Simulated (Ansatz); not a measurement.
CH3AgF3PS, SMILES `C[S][Ag-][P+](F)(F)F`, relaxed with RKS PBE0-D4/def2-TZVP in the Gaussian-basis code of Ansatz from a GFN2-xTB geometry. The force threshold is 0.005 eV/Å; the program also tests the step.

The species carries charge 0 and has multiplicity 1. Ag: def2 effective core potential.

Start:

```xyz
10

C    -0.972    0.636    1.215
S    -2.056   -0.711    0.653
Ag   -1.154   -1.441   -1.378
P     1.260   -0.615   -0.679
F     1.693   -1.276   -2.074
F     2.747   -0.044   -0.433
F     0.791    0.755   -1.353
H    -1.117    1.521    0.603
H    -1.272    0.845    2.237
H     0.080    0.331    1.209
```

By how much does the energy fall, and how many steps does the optimiser take? (Best estimate.)

Ansatz gave: 109.45 kJ/mol, in 46 steps, 1 of them rejected.

Which bonds change most? (Estimate.)

Computed: Ag3–P4 from 2.646 to 2.302 Å; P4–F6 from 1.612 to 1.550 Å; P4–F5 from 1.604 to 1.549 Å; P4–F7 from 1.597 to 1.549 Å.

Give the relaxed structure. (An estimate is asked.)

Ansatz gave: 
```xyz
10

C    -1.854    0.793    1.823
S    -1.767   -0.841    1.024
Ag    0.062   -0.722   -0.367
P     1.876   -0.672   -1.784
F     1.673   -1.066   -3.268
F     3.108   -1.554   -1.459
F     2.582    0.694   -1.972
H    -2.004    1.591    1.096
H    -2.713    0.774    2.494
H    -0.963    1.003    2.413
```
